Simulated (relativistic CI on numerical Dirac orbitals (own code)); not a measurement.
**Spin-allowed bands of a d2 ion in an octahedral site, by hand**

Problem. Take Δ = 18550 cm⁻¹ and B = 790 cm⁻¹ for a d2 ion in an octahedral site. Calculate the three spin-allowed bands.

Working.
1. The terms of highest spin are 3F (energy 0) and 3P (15B = 11850 cm⁻¹). Here the F term splits into A2 at +1.2Δ = 22260, T2 at +0.2Δ = 3710 and T1 at −0.6Δ = -11130 cm⁻¹.
2. The two T1 states mix through the element 0.4Δ: H = [[-11130, 7420], [7420, 11850]], with roots ½(H₁₁ + H₂₂) ∓ ½√[(H₂₂ − H₁₁)² + 4H₁₂²] = ½(720) ∓ ½(27355) = -13318 and 14038 cm⁻¹.
3. The ground term is 3T1 at -13318 cm⁻¹.
4. Bands: 3T2 17028 cm⁻¹ (587 nm), 3T1(P) 27355 cm⁻¹ (366 nm), 3A2 35578 cm⁻¹ (281 nm).

Check. Exact diagonalisation of the whole d2 shell with these parameters gives 3T2 17028, 3T1 27355, 3A2 35578 cm⁻¹. The match is exact, since without spin-orbit coupling no other term has this spin. The ratio of the second band to the first, 1.607, depends on Δ/B = 23.5 alone, which is how a Tanabe-Sugano diagram is read.
